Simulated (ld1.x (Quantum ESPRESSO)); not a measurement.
Before and after: TM potential for La (Z = 57)

```
Element                 : La (Z = 57)
Generator               : ld1.x (Quantum ESPRESSO) 7.5
Type                    : norm-conserving Troullier–Martins (Kleinman–Bylander form)
Functional              : LDA (PZ)
Relativity              : scalar-relativistic
Frozen core             : [Kr] 4d10 5s2
Valence charge          : 9
Reference configuration : 4f0 5p6 5d1 6s2 6p0
Partial waves           : 6s (bound): rc 3.00 bohr; 5p (bound): rc 2.70 bohr; 5d (bound): rc 3.95 bohr; 4f (bound, empty): rc 1.00 bohr
Local potential         : all-electron potential smoothed inside 1.90 bohr (lloc = -1)
Core correction         : a·sin(br)/r model core inside 0.80 bohr
```

All-electron outer shells of the reference configuration (LDA (PZ), scalar-relativistic, ld1.x):

```tsv
shell	level (eV)	outermost node (bohr)	outermost maximum (bohr)
4d	-103.83	0.32	0.68
5s	-39.06	0.77	1.41
5p	-22.48	0.83	1.58
4f	-4.58	–	0.75
6s	-3.82	1.86	3.74
5d	-3.21	0.95	2.24
6p	-1.41	2.20	4.93
```

Change: wave 5p (bound): rc 2.70 bohr becomes 5p (bound): rc 2.16 bohr.

Cutoffs: the cutoffs (Ry, on a coarse ladder) from which the occupation-weighted sum of valence levels, in a spherical-Bessel basis at the reference potential, stays within 10 and 1 mRy of its value at 400 Ry; they do not see the model core or the augmentation charge, which bear on the density cutoff. Errors are all-electron minus pseudo energies relative to the spin-unpolarised reference configuration.

Problem. How do hardness, ghosts and transferability respond?

Solution. The potential gets harder (12 Ry and 25 Ry → 25 Ry and 45 Ry); both files keep a bound ghost (s); of the 8 tests that both files solve, the error grows in 0 and shrinks in 4 by more than 15 % and 0.3 meV (median size 25.6 → 23.7 meV). A smaller radius makes the pseudo-wave follow the all-electron one further in, where it bends more sharply, so more plane waves are needed. Less of the atom is replaced, so other configurations are described better.

```csv
quantity,base,changed
"cutoff, loose",12 Ry,25 Ry
"cutoff, tight",25 Ry,45 Ry
loose cutoff by channel (10 mRy a level),"s 6 Ry, p 10 Ry, d 8 Ry","s 6 Ry, p 18 Ry, d 8 Ry"
bound ghosts,s,s
"tests counted (converged, no solver errors)",8 of 9,8 of 9
"error for 4f0 5p6 5d1 6s1 6p0, meV [ΔE 6.16 eV]",+5.2,+5.2
"error for 4f0 5p6 5d1 6s0 6p0, meV [ΔE 17.32 eV]",-6.6,-6.6
"error for 4f0 5p6 5d0 6s0 6p0, meV [ΔE 36.42 eV]",+36,+34
"error for 4f0 5p6 5d0 6s2 6p1, meV [ΔE 2.38 eV]",+126,+86
"error for 4f0 5p6 5d1 6s1 6p1, meV [ΔE 2.46 eV]",+61,+33
"error for 4f0 5p6 5d1 6s0 6p2, meV [ΔE 5.05 eV]",+136,+71
"error for 4f0 5p6 5d1 6s2 6p0 (spin-polarised), meV [ΔE -0.10 eV]",+3.3,+2.8
"error for 4f0 5p6 5d1 6s1 6p0 (spin-polarised), meV [ΔE 5.74 eV]",+15,+15
s: phases at 4.32 bohr within 0.05 rad from the reference energy up to (Ry; the scan ends near 5),0.1,0.1
p: phases at 4.32 bohr within 0.05 rad from the reference energy up to (Ry; the scan ends near 5),-0.2,-0.1
d: phases at 4.32 bohr within 0.05 rad from the reference energy up to (Ry; the scan ends near 5),0.9,0.9
f: phases at 4.32 bohr within 0.05 rad from the reference energy up to (Ry; the scan ends near 5),2.3,2.3
```

Base: The cutoffs count occupied waves only; the empty 4f level needs 230 Ry at the loose tolerance. Tests not counted: 4f0 5p5 5d1 6s2 6p0 (solver errors, printed error -467 eV). These tests converged, but a pseudo level misses the all-electron one widely, so the file describes the atom poorly there or has found another state: 4f0 5p6 5d0 6s0 6p0: empty 6s by 3.7 eV. Changed file: The cutoffs count occupied waves only; the empty 4f level needs 230 Ry at the loose tolerance. Tests not counted: 4f0 5p5 5d1 6s2 6p0 (solver errors, printed error -26.7 eV). A true bound ghost makes a file unfit for plane-wave use even where its test errors are small: the radial tests pick states by their node count and pass the ghost by. Where a test does run into it, the solver fails or the error is huge.
